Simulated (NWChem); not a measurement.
System: CH$_{4}$Be; SMILES [CH3][BeH]

Input file for NWChem:

```
start job
memory heap 200 mb stack 900 mb global 1100 mb
geometry units angstroms noautosym nocenter noautoz
  Be     0.000000     0.000000    -1.060594
  H      0.000000     0.000000    -2.404968
  C      0.000000     0.000000     0.618921
  H      0.723573     0.731248     1.044286
  H      0.271493    -0.992256     1.044286
  H     -0.995066     0.261008     1.044286
end
basis spherical
  Be library def2-tzvp
  H library def2-tzvp
  C library def2-tzvp
end
dft
  xc pbe0
  iterations 150
end
tddft
  cis
  ecut -9.0
  nroots 6
  notriplet
end
task tddft energy
```

NWChem printed, in part:

```
             Northwest Computational Chemistry Package (NWChem) 7.3.0
             --------------------------------------------------------

                             Geometry "geometry" -> ""
                             -------------------------

 Output coordinates in angstroms (scale by  1.889725989 to convert to a.u.)

  No.       Tag          Charge          X              Y              Z
 ---- ---------------- ---------- -------------- -------------- --------------
    1 Be                   4.0000     0.00000000     0.00000000    -1.06059400
    2 H                    1.0000     0.00000000     0.00000000    -2.40496800
    3 C                    6.0000     0.00000000     0.00000000     0.61892100
    4 H                    1.0000     0.72357300     0.73124800     1.04428600
    5 H                    1.0000     0.27149300    -0.99225600     1.04428600
    6 H                    1.0000    -0.99506600     0.26100800     1.04428600

 Effective nuclear repulsion energy (a.u.)      22.7854084498

                                 NWChem DFT Module
                                 -----------------

 Summary of "ao basis" -> "ao basis" (spherical)
 ------------------------------------------------------------------------------
       Tag                 Description            Shells   Functions and Types
 ---------------- ------------------------------  ------  ---------------------
 Be                        def2-tzvp                 9       19   5s3p1d
 H                         def2-tzvp                 4        6   3s1p
 C                         def2-tzvp                11       31   5s3p2d1f

            General Information
            -------------------
          SCF calculation type: DFT
          Wavefunction type:  closed shell.
          No. of atoms     :     6
          No. of electrons :    14
           Alpha electrons :     7
            Beta electrons :     7
          Charge           :     0
          Spin multiplicity:     1
          Use of symmetry is: off; symmetry adaption is: off
          Maximum number of iterations: 150
          AO basis - number of functions:    74
                     number of shells:    36
          Convergence on energy requested:  1.00D-06
          Convergence on density requested:  1.00D-05
          Convergence on gradient requested:  5.00D-04

              XC Information
              --------------
                         PBE0 Method XC Functional
                     Hartree-Fock (Exact) Exchange  0.250
          PerdewBurkeErnzerhof Exchange Functional  0.750
            Perdew 1991 LDA Correlation Functional  1.000 local
           PerdewBurkeErnz. Correlation Functional  1.000 non-local

             Grid Information
             ----------------
          Grid used for XC integration:  medium
          Radial quadrature: Mura-Knowles
          Angular quadrature: Lebedev.
          Tag              B.-S. Rad. Rad. Pts. Rad. Cut. Ang. Pts.
          ---              ---------- --------- --------- ---------
          Be                  1.05       49           9.0       434
          H                   0.35       45          10.0       434
          C                   0.70       49          10.0       434
          Grid pruning is: on
          Number of quadrature shells:   278
          Spatial weights used:  Erf1

      Superposition of Atomic Density Guess
      -------------------------------------

 Sum of atomic energies:         -54.24314488

      Non-variational initial energy
      ------------------------------

 Total energy =     -54.997985
 1-e energy   =    -115.946844
 2-e energy   =      38.163451
 HOMO         =      -0.352977
 LUMO         =       0.025991

   convergence    iter        energy       DeltaE   RMS-Dens  Diis-err
 ---------------- ----- ----------------- --------- --------- ---------
 d= 0,ls=0.0,diis     1    -55.1493549505 -7.79D+01  5.68D-03  1.73D-01
 d= 0,ls=0.0,diis     2    -55.1637878600 -1.44D-02  2.30D-03  6.04D-02
 d= 0,ls=0.0,diis     3    -55.1700833960 -6.30D-03  7.54D-04  1.39D-02
 d= 0,ls=0.0,diis     4    -55.1718325686 -1.75D-03  5.15D-05  1.02D-05
 d= 0,ls=0.0,diis     5    -55.1718350309 -2.46D-06  1.41D-05  4.24D-07
 d= 0,ls=0.0,diis     6    -55.1718351240 -9.31D-08  1.65D-06  3.63D-08

         Total DFT energy =      -55.171835124030
      One electron energy =     -117.940808060448
           Coulomb energy =       49.655113977758
    Exchange-Corr. energy =       -9.671549491125
 Nuclear repulsion energy =       22.785408449785

 Numeric. integr. density =       13.999999571333

[...]

                                NWChem TDDFT Module
                                -------------------

            General Information
            -------------------
           No. of orbitals :     148
            Alpha orbitals :      74
             Beta orbitals :      74
        Alpha frozen cores :       0
         Beta frozen cores :       0
     Alpha frozen virtuals :       0
      Beta frozen virtuals :       0
         Spin multiplicity :       1
    Number of AO functions :      74
        Use of symmetry is : off
      Symmetry adaption is : off
         Schwarz screening :  0.10D-07

              XC Information
              --------------
                  PBE0 Method XC Functional
              Hartree-Fock (Exact) Exchange   0.25
   PerdewBurkeErnzerhof Exchange Functional   0.75
     Perdew 1991 LDA Correlation Functional   1.00 local
    PerdewBurkeErnz. Correlation Functional   1.00 non-local

             TDDFT Information
             -----------------
          Calculation type : Tamm-Dancoff TDDFT
         Wavefunction type : Restricted singlets
          No. of electrons :      14
           Alpha electrons :       7
            Beta electrons :       7
              No. of roots :       6
          Max subspacesize :    5200
            Max iterations :     100
               Target root :       1
           Target symmetry : none
             Energy Cutoff :-0.90D+01
      Symmetry restriction : off
                 Algorithm : Optimal
        Davidson threshold :  0.10D-03

    6 smallest eigenvalue differences (eV)
--------------------------------------------------------
  No. Spin  Occ  Vir  Irrep   E(Occ)    E(Vir)   E(Diff)
--------------------------------------------------------
    1    1    1    8 a       -10.190    -0.006   277.142
    2    1    1    9 a       -10.190    -0.006   277.142
    3    1    1   10 a       -10.190     0.015   277.695
    4    1    1   11 a       -10.190     0.078   279.414
    5    1    1   12 a       -10.190     0.117   280.481
    6    1    1   13 a       -10.190     0.117   280.481
--------------------------------------------------------

  Entering Davidson iterations
  Restricted singlet excited states

  Iter   NTrls   NConv    DeltaV     DeltaE      Time
  ----  ------  ------  ---------  ---------  ---------
    1      6       0     0.76E-01   0.10+100        5.0
    2     12       0     0.10E-01   0.59E-02        4.9
    3     18       0     0.13E-02   0.21E-04        5.0
    4     24       5     0.46E-03   0.58E-05        4.9
    5     25       6     0.78E-04   0.21E-06        2.9
  ----  ------  ------  ---------  ---------  ---------
  Convergence criterion met

  Ground state a         -55.171835124030 a.u.

  ----------------------------------------------------------------------------
  Root   1 singlet a             10.122707899 a.u.              275.4530 eV
  ----------------------------------------------------------------------------
     Transition Moments    X  0.00600   Y  0.00573   Z  0.00000
     Dipole Oscillator Strength                    0.0004649354
     Electric Quadrupole                           0.0000009889
     Magnetic Dipole                               0.0000008804
     Total Oscillator Strength                     0.0004668047

     Occ.    1  a   ---  Virt.    8  a        0.99567
     Occ.    1  a   ---  Virt.   12  a       -0.05881
     Occ.    1  a   ---  Virt.   16  a       -0.06054
  ----------------------------------------------------------------------------
  Root   2 singlet a             10.122708100 a.u.              275.4530 eV
  ----------------------------------------------------------------------------
     Transition Moments    X -0.00573   Y  0.00600   Z  0.00000
     Dipole Oscillator Strength                    0.0004649348
     Electric Quadrupole                           0.0000009889
     Magnetic Dipole                               0.0000008804
     Total Oscillator Strength                     0.0004668041

     Occ.    1  a   ---  Virt.    9  a       -0.99567
     Occ.    1  a   ---  Virt.   13  a        0.05881
     Occ.    1  a   ---  Virt.   17  a        0.06054
  ----------------------------------------------------------------------------
  Root   3 singlet a             10.153666356 a.u.              276.2954 eV
  ----------------------------------------------------------------------------
     Transition Moments    X  0.00000   Y  0.00000   Z -0.00098
     Dipole Oscillator Strength                    0.0000065315
     Electric Quadrupole                           0.0000000767
     Magnetic Dipole                               0.0000000000
     Total Oscillator Strength                     0.0000066082

     Occ.    1  a   ---  Virt.   10  a        0.98588
     Occ.    1  a   ---  Virt.   11  a       -0.15704
  ----------------------------------------------------------------------------
  Root   4 singlet a             10.225076697 a.u.              278.2386 eV
  ----------------------------------------------------------------------------
     Transition Moments    X  0.05620   Y  0.02945   Z  0.00000
     Dipole Oscillator Strength                    0.0274402288
     Electric Quadrupole                           0.0000309517
     Magnetic Dipole                               0.0000511447
     Total Oscillator Strength                     0.0275223252

[...]
```

Level: PBE0/def2-TZVP, restricted-window TDA. Geometry: optimised at PBE-D3(BJ)/def2-SVP. The quadrupole and magnetic terms of the printed total strengths depend on the origin.
